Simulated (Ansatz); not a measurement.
A run for Ansatz (a quantum-chemistry and plane-wave program): R-wB97M-V/def2-TZVPP on H2MgO (SMILES [OH][MgH]), atoms moved off the minimum.

Ansatz 0.2 input:
```yaml
crystal:
  periodic: [false, false, false]
  atoms:
    - {symbol: Mg, position_ang: [0.03874110, -0.00270271, -0.68962750]}
    - {symbol: H, position_ang: [0.03901540, 0.03801947, -2.38643540]}
    - {symbol: O, position_ang: [0.00331209, -0.02436544, 1.03708497]}
    - {symbol: H, position_ang: [-0.02944140, 0.02885197, 2.01018271]}
basis:
  gaussian:
    orbitals: def2-TZVPP
hamiltonian:
  xc: {name: wB97M-V}
scf: {lower_state_search: off}
output: {forces: true}
```

The head of its log:

```
WARN ansatz: RAYON_NUM_THREADS=1 ignored (pool sized by the plan → 1); use --threads N
Functional definition: wB97M-V
these checks for a lower state are left out or cut short: stability, starts, cluster_reference, orbital_swaps, neighbouring_geometries, increment
integrals: 0.03 GiB planned
557 factors; their error is unknown
integrals: 0.06 GiB planned
144 factors; integrals over basis functions are off by at most 2.9e-5 eV
mean field: 0.29 GiB planned
mean field evaluation 1: about -7518.8985 eV, gradient 5.7e1 eV
mean field evaluation 2: about -7513.9439 eV, gradient 7.9e1 eV
```

### Question
Predict the final total energy.

### Answer
-276.5224 hartree.
